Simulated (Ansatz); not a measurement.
Ansatz (a program for electronic structure) input (B3LYP/STO-3G):

Ansatz 0.2 input:
```yaml
crystal:
  periodic: [false, false, false]
  atoms:
    - {symbol: F, position_ang: [-0.76259500, 1.64911800, -0.49284200]}
    - {symbol: C, position_ang: [-0.68044400, 0.76889700, 0.52664300]}
    - {symbol: Cl, position_ang: [-2.01199800, -0.57034200, 0.01137400]}
    - {symbol: Br, position_ang: [1.29000000, -0.27884700, 0.03092500]}
basis:
  gaussian:
    orbitals: STO-3G
hamiltonian:
  xc: {name: B3LYP}
total_charge: -1
output: {forces: true}
```

Output:

```
Functional definition: B3LYP
integrals: 0.01 GiB planned
419 factors; integrals over basis functions are off by at most 3.0e-5 eV
mean field: 0.12 GiB planned
mean field evaluation 1: about -85360.8624 eV, gradient 2.5e1 eV
mean field evaluation 2: about -85357.0157 eV, gradient 3.9e1 eV
mean field evaluation 4: about -85364.5942 eV, gradient 2.3e0 eV
mean field evaluation 8: about -85364.6179 eV, gradient 8.0e-2 eV
mean field -85364.61795593 eV, -3137.0918476643 hartree, gradient 1.2e-5 eV, S^2 0.000000; 0 other end points of the search recorded, 0 dependent functions left out
the calculation of the forces begins
reference -85364.61808406 eV, -3137.0918523729 hartree; 34, 34 occupied and 3, 3 virtual orbitals, 419 factors
Total energy: -85364.61808406 eV, -3137.0918523729 hartree
Atom 0 at    -0.762595     1.649118    -0.492842 Å, force    -0.068332     0.705127    -1.119646 eV/Å
Atom 1 at    -0.680444     0.768897     0.526643 Å, force     1.817519     0.266773     1.689396 eV/Å
Atom 2 at    -2.011998    -0.570342     0.011374 Å, force    -1.281223    -1.247434    -0.603423 eV/Å
Atom 3 at     1.290000    -0.278847     0.030925 Å, force    -0.467964     0.275534     0.033672 eV/Å
Dipole moment:     0.349924     0.240456    -0.235206 e Å
```

The dipole moment of an ion depends on the origin.

The geometry given is a B3LYP-D3(BJ)/def2-TZVP minimum.
